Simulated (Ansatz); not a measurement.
Cl$_{2}$Se, charge -1, doublet, geometry from GFN2-xTB (a state made from the parent by changing its charge; the spin is typed, not shown lowest) (a gas-phase anion, which may not be bound at this level). Base run: CAM-B3LYP/STO-3G (Ansatz, a program for electronic structure).

Here is a job for Ansatz.
Ansatz 0.2 input:
```yaml
crystal:
  periodic: [false, false, false]
  atoms:
    - {symbol: Se, position_ang: [0.09953013, 0.11985247, 0.83385844]}
    - {symbol: Cl, position_ang: [1.01690937, 1.22996103, -0.75042855]}
    - {symbol: Cl, position_ang: [-1.21596964, -1.46966598, -0.91728834]}
basis:
  gaussian:
    orbitals: STO-3G
hamiltonian:
  xc: cam_b3lyp
total_charge: -1
magnetization: {spin_polarized: true, initial_magnetization: 1}
```

Each row names what was changed in the base input (with any setting that the change needs).

```
change                                        E (Eh)  <S^2>
---------------------------------------  -----------  -----
base                                     -3285.24769  0.751
functional = wB97M-V                     -3285.39886  0.751
functional = lc_wpbe                     -3284.59106  0.752
functional = b3lyp5                      -3284.91699  0.751
functional = pbe0; dispersion = d3bjatm  -3284.73750  0.751
functional = B97M-V                      -3284.94466  0.751
functional = blyp; dispersion = d3bj     -3284.98675  0.750
functional = pbe                         -3284.38000  0.750
functional = BHLYP                       -3285.35532  0.751
functional = wB97X-V                     -3284.95931  0.751
functional = pbe; dispersion = d3bj      -3284.38304  0.750
functional = blyp                        -3284.97936  0.750
functional = b3lyp                       -3285.18794  0.751
```

Absolute energies of different levels of theory aren't comparable as measures of quality.

A gas-phase anion may not be bound at this level; its values then depend on the basis.
